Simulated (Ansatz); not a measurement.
Ansatz (a first-principles code) input:
A basis named .json is the Basis Set Exchange file of that set.

Ansatz 0.2 input:
```yaml
crystal:
  periodic: [false, false, false]
  atoms:
    - {symbol: Ge, position_ang: [-0.00000000, 0.00000000, -0.00000000]}
    - {symbol: H, position_ang: [-0.88257558, -1.24273075, -0.02355332]}
    - {symbol: H, position_ang: [-0.63495431, 1.38589484, 0.00161732]}
    - {symbol: H, position_ang: [1.51752989, -0.14316410, 0.02193600]}
basis:
  gaussian:
    orbitals: aug-cc-pVQZ
    fitting: {mean_field: def2-universal-jkfit, correlation: aug-cc-pVQZ-RIFIT.json}
total_charge: 1
magnetization: {spin_polarized: false}
correlation: {method: mp2, electrons: outside_noble_gas}
```

Question: What final total energy does it print?

Answer: -2076.94541 Eh (RI-MP2/aug-cc-pVQZ). The basis has 231 functions.
